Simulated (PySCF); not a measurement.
Compound: C4H9Si2 (doublet state).
Numbering: `[H]/[C:1]=[CH:2]/[C:3]([SiH3:4])=[CH:5]/[SiH3:6]` (hydrogens: H7 on C1; H8 on C2; H9, H10, H11 on Si4; H12 on C5; H13, H14, H15 on Si6)

Geometry (GFN2-xTB, Å), atoms numbered from 1 in this order:
```
atom  x, y, z in Å
C1     2.7692    0.0498   -0.3244
C2     1.7656   -0.7593   -0.1656
C3     0.4051   -0.2413   -0.0267
Si4    0.4198    1.6502   -0.0783
C5    -0.6428   -1.0624    0.1077
Si6   -2.4523   -0.5868    0.2702
H7     3.8258    0.0264   -0.4550
H8     1.8767   -1.8492   -0.1319
H9     1.2600    2.1387    1.0173
H10   -0.9424    2.1686    0.0852
H11    0.9520    2.0742   -1.3748
H12   -0.4421   -2.1327    0.1178
H13   -3.2270   -1.8330    0.3040
H14   -2.8856    0.2101   -0.8802
H15   -2.6864    0.1546    1.5125
```

The hyperfine couplings belong to this conformer and change with its torsions.

Method used: PySCF, UKS B3LYP, pcH-1 on C H Si, non-relativistic, mean-field spin-orbit, GIAO. Isolated species at its GFN2-xTB geometry (one conformer only). The geometry wasn't refined by DFT: couplings that depend on bond lengths, twists or pyramidal angles can differ widely from those at the functional's own minimum. The SCF solution wasn't tested for stability.

(1) Match the computed a_iso(13C) values +294.4, +64.8, -12.8, -6.1 MHz with the sites C1; C2; C3; C5.

(2) The isotropic 29Si couplings are -4.0, -1.2 MHz. Assign them to Si4; Si6.

(3) Match the computed a_iso(1H) values +170.8, +37.2, +18.8, +2.4, -1.4 MHz (means over equivalent nuclei) with the sites H7; H8; H9/H10/H11; H12; H13/H14/H15.

Results:

(1) 
```csv
site,a_iso (MHz),ρ(0) (bohr⁻³),position,distance from C1 (Å),spin population,largest |T| (MHz)
C1,+294.4,+0.2620,largest spin population,0.00,+1.04,140.0
C2,-12.8,-0.0114,1 bond from C1,1.30,-0.18,19.1
C3,+64.8,+0.0577,2 bonds from C1,2.40,+0.07,6.2
C5,-6.1,-0.0054,3 bonds from C1,3.61,-0.05,8.9
```

(2) 
```
site  a_iso (MHz)  ρ(0) (bohr⁻³)         position  distance from C1 (Å)  spin population  largest |T| (MHz)
 Si4         -1.2        +0.0014  3 bonds from C1                  2.85            +0.01                1.9
 Si6         -4.0        +0.0045  4 bonds from C1                  5.29             0.00                0.5
```

(3) 
```tsv
site	a_iso (MHz)	ρ(0) (bohr⁻³)	position	distance from C1 (Å)	bound to	spin population there	largest |T| (MHz)
H7	+37.2	+0.0083	1 bond from C1	1.06	C1	+1.04	40.2
H8	+170.8	+0.0382	2 bonds from C1, on C2 of spin population -0.18	2.11	C2	-0.18	6.8
H9/H10/H11	+18.8	+0.0042	4 bonds from C1	3.37	Si4	+0.01	5.7
H12	+2.4	+0.0005	4 bonds from C1	3.91	C5	-0.05	4.3
H13/H14/H15	-1.4	-0.0003	5 bonds from C1	5.92	Si6	0.00	0.7
```

ρ(0) is the spin density at the nucleus and T the dipolar tensor; a_iso includes a spin–orbit part; entries for several nuclei are means. The largest Mulliken spin populations are on C1 (+1.04), C2 (-0.18), H8 (+0.08) and C3 (+0.07). No atom but C1 exceeds +0.15. The positive populations add up to 1.23 and the negative ones to -0.23, together 2S = 1.

Nuclei that the bonding pattern makes equivalent are averaged, as if the motion that swaps them (rotation, inversion, ring flip) were fast. The three 1H nuclei of mean -1.4 MHz run from -3.4 to 2.2 MHz in the frozen geometry.
